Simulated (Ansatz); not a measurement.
System: GeI2, net charge 0, singlet state. 
Coordinates optimised at B3LYP-D3(BJ)/def2-TZVP (Ansatz, an electronic-structure program):
```xyz
3

Ge     0.0170     0.0000     1.2404
I      1.0196    -1.7356    -0.3885
I     -1.0299     1.7355    -0.3605
```
Charge 0, spin multiplicity 1.

Parts of the frozen-core correlation energy in def2-SVPD (Ansatz, hartree). Frozen orbitals: 32; correlated occupied orbitals by spin: 9 and 9; virtual: 67 and 67. No spin-orbit coupling. In def2 rows, elements after Kr have scalar-relativistic effective core potentials.

| term | value |
|---|---|
| reference (HF) | -2668.49206 |
| MP2 opposite-spin | -0.20509 |
| MP2 same-spin | -0.07516 |
| CCSD correlation | -0.30763 |
| (T) | -0.01227 |
| T1 diagnostic | 0.020 |
| largest doubles amplitude | 0.047 |
